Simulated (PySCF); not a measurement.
# Correlation energy of Ar (argon, neutral)

[Ar], closed-shell 1S. Computed with PySCF 2.14 in aug-cc-pV(D+d)Z, with no relativity, point nucleus. Frozen: [Ne]; 8 electrons correlated.

MP2 pair energies summed by pair of shells (mhartree):

```
 pair   energy  share (%)
3p-3p  -129.54       81.2
3s-3p   -23.21       14.6
3s-3s    -6.76        4.2
```

Total MP2 correlation energy: -159.51 mhartree.

Same-spin part -43.93 and opposite-spin part -115.58 mhartree; SCS-MP2 scales them by 1/3 and 6/5 to -153.34 mhartree.

```csv
level,correlation energy (mhartree)
CCSD,-173.22
(T),-3.00
CCSD(T),-176.22
```

Diagnostics: T1 = 0.0033, D1 = 0.0050, largest double amplitude 0.040.

Cost of the coupled-cluster step: 0.15 s of wall time on 1 thread of Neoverse-V1 (shared host), for 8 correlated electrons.
